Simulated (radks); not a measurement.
Values are calculated unless marked as measured or tabulated.
Ionisation of Cl, [Ne] 3s2 3p5, to Cl+, [Ne] 3s2 3p4, under several functionals. Non-relativistic Kohn-Sham, spin-polarised, spherical densities, point nucleus; open shells are filled with parallel spins first; a radial shooting solver on a logarithmic mesh with Libxc functionals.

functional                                        E(Cl) (hartree)  Exc (hartree)  IE (eV)  -e(HOMO) (eV)  <r> HOMO (bohr)  IE error (eV)
B86b exchange with PBE correlation                     -460.13984      -28.15053   13.089          8.155            1.858         +0.121
HCTH/407                                               -460.22628      -28.27492   13.144          8.264            1.864         +0.177
OLYP                                                   -460.18320      -28.21922   12.937          8.013            1.864         -0.030
SCAN                                                   -460.18727      -28.21692   13.137          8.310            1.856         +0.170
RPBE                                                   -460.11566      -28.12639   13.026          8.103            1.862         +0.058
TPSS                                                   -460.17601      -28.19250   13.079          8.178            1.857         +0.111
exchange-only r2SCAN                                   -459.47289      -27.48074   12.057          7.371            1.875         -0.910
exchange-only LDA                                      -457.34346      -25.26944   11.712          6.916            1.888         -1.256
TASK exchange with Perdew-Wang LDA correlation         -459.97441      -28.00091   13.434          8.650            1.844         +0.467
exchange-only B88                                      -459.46971      -27.45824   11.931          7.112            1.883         -1.036
LDA (Slater exchange, Perdew-Zunger correlation)       -458.66355      -26.62594   13.293          8.317            1.861         +0.325
BLYP                                                   -460.16494      -28.17121   12.963          8.018            1.869         -0.005

NIST Atomic Spectra Database: 12.968 eV (measured). Closest: BLYP. The Delta-SCF values span 1.72 eV, the total energies 2.88 hartree. The highest occupied level is 3p. Open shells are spherical and high-spin; term and fine-structure splittings are not resolved.
